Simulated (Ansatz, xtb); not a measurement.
**Ranking isomers of C5H6F3+**

4 gas-phase structures of C5H6F3+, from a drawn sample of its isomers (lower ones may exist). Each was relaxed with GFN2-xTB; where two conformers were screened, the lower at r2SCAN-D4/def2-SVP//GFN2-xTB is listed:

A. `C[CH+]/C=C/C(F)(F)F`, a singlet
B. `C=C[CH+]CC(F)(F)F`, a singlet
C. `C=C([CH+]C)C(F)(F)F`, a singlet
D. `C=C[C+](C)C(F)(F)F`, a singlet

**Question.** Make a reasoned guess at their ranking by r2SCAN-D4/def2-SVP//GFN2-xTB single-point energy.

**Answer.** Calculated order at r2SCAN-D4/def2-SVP//GFN2-xTB: A (0.0), B (3.1), C (5.8), D (10.3) kJ/mol. Less than 1 kcal/mol parts A and B; B and C, so the order within those pairs means little. CCSD(T)/def2-SVP + ΔMP2/def2-TZVPP after further relaxation puts B lowest instead.

Energies above the lowest of each column, in kJ/mol; the last columns are at r2SCAN-D4/def2-SVP geometries:

```
structure  GFN2-xTB  HF/STO-3G  r2SCAN-D4/def2-SVP//GFN2-xTB  r2SCAN-D4/def2-SVP  CCSD(T)/def2-SVP + ΔMP2/def2-TZVPP
        A       0.6        7.9                           0.0                 0.0                                 6.6
        B       6.5        0.0                           3.1                 4.4                                 0.0
        C       0.0       15.1                           5.8                 1.9                                 6.0
        D       8.8       17.4                          10.3                11.4                                20.1
```

CCSD(T)/def2-SVP + ΔMP2/def2-TZVPP puts B lowest; GFN2-xTB picks C, r2SCAN-D4/def2-SVP//GFN2-xTB picks A, r2SCAN-D4/def2-SVP picks A. CCSD(T)/def2-SVP + ΔMP2/def2-TZVPP orders those it was run on as B (0.0), C (6.0), A (6.6), D (20.1) kJ/mol. Less than 1 kcal/mol parts C and A, so the order within that pair means little. Flexible structures stand in one conformer each, not always the lowest. ΔMP2 is the change of the MP2 energy from the smaller to the larger basis.

Over these structures GFN2-xTB departs from r2SCAN-D4/def2-SVP//GFN2-xTB by 2.8 kJ/mol on average once a common shift is removed. A GFN2-xTB relaxation took about 0.071 s and the r2SCAN-D4/def2-SVP//GFN2-xTB energy about 1.9 s on a shared host (Ansatz 0.2.0, xtb 6.7.1).
